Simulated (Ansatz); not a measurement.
C₂H₂F₃O₂ (SMILES O=C([OH2+])C(F)(F)F), charge +1, singlet, geometry from GFN2-xTB; BLYP/6-31G** in Ansatz (a first-principles code).

Ansatz was given this input:
Ansatz 0.2 input:
```yaml
crystal:
  periodic: [false, false, false]
  atoms:
    - {symbol: O, position_ang: [1.14390829, -0.50802838, 1.52591690]}
    - {symbol: C, position_ang: [0.76135096, -0.21517267, 0.48081884]}
    - {symbol: O, position_ang: [1.77957711, 0.01054888, -0.62397227]}
    - {symbol: C, position_ang: [-0.66318449, 0.09830059, -0.09799297]}
    - {symbol: F, position_ang: [-0.92633412, 1.37710508, 0.07663488]}
    - {symbol: F, position_ang: [-0.64995166, -0.16214470, -1.41006000]}
    - {symbol: F, position_ang: [-1.55601045, -0.65024898, 0.49505731]}
    - {symbol: H, position_ang: [2.70300355, -0.26866095, -0.40063945]}
    - {symbol: H, position_ang: [1.51078029, -0.13267302, -1.56656232]}
basis:
  gaussian:
    orbitals: 6-31G__.json
hamiltonian:
  xc: blyp
total_charge: 1
```
The basis file holds 6-31G** in the JSON format of the Basis Set Exchange.

It wrote (shortened):

```
Functional definition: BLYP
1088 factors; their error is unknown
mean field evaluation 1: about -14327.9350 eV, gradient 9.0e1 eV
mean field evaluation 2: about -14292.0385 eV, gradient 1.7e2 eV
mean field evaluation 4: about -14339.5821 eV, gradient 1.3e1 eV
mean field evaluation 8: about -14339.8589 eV, gradient 8.5e-2 eV
mean field evaluation 16: about -14339.7824 eV, gradient 1.4e-4 eV
mean field -14339.78240379 eV, -526.9772834858 hartree, gradient 1.6e-5 eV, S^2 0.000000; 0 other end points of the search recorded, 0 dependent functions left out
reference -14339.78260085 eV, -526.9772907274 hartree; 28, 28 occupied and 87, 87 virtual orbitals, 1088 factors
Total energy: -14339.78260085 eV, -526.9772907274 hartree
```
